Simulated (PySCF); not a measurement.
4-isopropylaniline, C9H13N.
Geometry (PBE0-D3(BJ)/def2-SVP, Å), atoms numbered from 1 in this order:
```xyz
23
C9H13N angstrom
C     -2.557    1.017   -0.335
C     -1.830   -0.269    0.059
C     -2.396   -0.851    1.355
C     -0.332   -0.065    0.139
C      0.542   -0.745   -0.714
C      1.920   -0.565   -0.652
C      2.487    0.315    0.281
N      3.851    0.539    0.319
C      1.616    1.002    1.144
C      0.242    0.811    1.069
H     -2.429    1.796    0.434
H     -2.167    1.419   -1.282
H     -3.638    0.841   -0.453
H     -2.006   -1.009   -0.741
H     -3.475   -1.050    1.260
H     -1.894   -1.792    1.621
H     -2.261   -0.152    2.196
H      0.131   -1.440   -1.453
H      2.571   -1.113   -1.340
H      4.218    0.907    1.187
H      4.432   -0.188   -0.077
H      2.028    1.698    1.880
H     -0.400    1.365    1.760
```

Computed, not measured: PySCF 2.14.0, PBE0-D3(BJ)/def2-SVP geometry optimisation, gas phase.

Take the most abundant isotopes and a rigid rotor. The values belong to one conformer with, in the numbering `[CH3:1][CH:2]([CH3:3])[c:4]1[cH:5][cH:6][c:7]([NH2:8])[cH:9][cH:10]1`, C1–C2–C4–C5 -117°.

Q: What are A, B and C (GHz)?

A: Ia = 153.02, Ib = 690.63, Ic = 734.37 u·Å²; 505379 MHz·u·Å²/I gives 3303, 731.8 and 688.2 MHz, that is A = 3.3026, B = 0.7318, C = 0.6882 GHz.

Q: Classify the top.

A: A near-prolate asymmetric top. Ray's parameter κ = (2B − A − C)/(A − C) = -0.967; −1 is the prolate and +1 the oblate limit.

Q: What does the inertial defect say?

A: Not planar: Δ = Ic − Ia − Ib = -109.28 u·Å². For a rigid frame Δ = −2 Σ m c², so Σ m c² = 54.64 u·Å² lies off the ab plane: 16.41 from hydrogen and 38.23 from heavier atoms. The atom farthest from that plane is 2.17 Å away.

Q: Where do the levels up to J = 3 lie, in MHz?

A: Above 0(0,0):
J = 1: 1(0,1) 1420, 1(1,1) 3991, 1(1,0) 4034
J = 2: 2(0,2) 4259, 2(1,2) 6787, 2(1,1) 6918, 2(2,1) 14631, 2(2,0) 14631
J = 3: 3(0,3) 8517, 3(1,3) 10981, 3(1,2) 11243, 3(2,2) 18890, 3(2,1) 18893, 3(3,1) 31854, 3(3,0) 31854
Those of J = 1 are B + C, A + C and A + B.

Q: Which types of transition are allowed, and where do some lines up to J = 5 fall?

A: The dipole components are |μa| = 1.43 D, |μb| = 0.13 D, |μc| = 0.91 D. The squared components, which scale the intensities, stand as 1.00 : 0.01 : 0.40 (a : b : c). Some lines, for components of 0.1 D or more:

```tsv
type	branch	J(Ka,Kc)	MHz	lower level (cm⁻¹)
c	Q	5(1,5) ← 5(0,5)	2281	0.710
b	Q	1(1,0) ← 1(0,1)	2614	0.047
a	R	2(1,1) ← 1(1,0)	2883	0.135
c	R	2(1,1) ← 1(0,1)	5498	0.047
a	R	4(3,2) ← 3(3,1)	5681	1.063
a	R	5(1,5) ← 4(1,4)	6988	0.553
a	R	5(4,1) ← 4(4,0)	7101	1.857
a	R	5(2,3) ← 4(2,2)	7110	0.820
c	Q	2(2,1) ← 2(1,1)	7713	0.231
b	Q	3(2,2) ← 3(1,3)	7909	0.366
b	Q	5(2,4) ← 5(1,5)	8107	0.786
b	R	3(2,2) ← 2(1,1)	11972	0.231
c	Q	3(3,1) ← 3(2,1)	12961	0.630
b	Q	3(3,1) ← 3(2,2)	12964	0.630
b	R	4(2,2) ← 3(1,3)	13597	0.366
b	Q	5(4,1) ← 5(3,2)	18147	1.489
b	Q	5(4,2) ← 5(3,3)	18147	1.489
b	Q	4(4,0) ← 4(3,1)	18148	1.252
c	R	5(4,1) ← 4(3,1)	25249	1.252
```

No PBE0-D3(BJ)/def2-SVP frequencies stand behind this structure, so it isn't proved a minimum. Zero-point vibration and centrifugal distortion are left out. A rigid rotor knows nothing of inversion at nitrogen or internal rotation, which can split or shift real lines. Quadrupole hyperfine structure (14N) is left out.

Hardware: one thread of an Arm Neoverse V1, shared host with 32 logical CPUs at a one-minute load of 28. Cost: 2.0 min wall, 0.93 GiB resident at most. These figures are those of the optimisation.
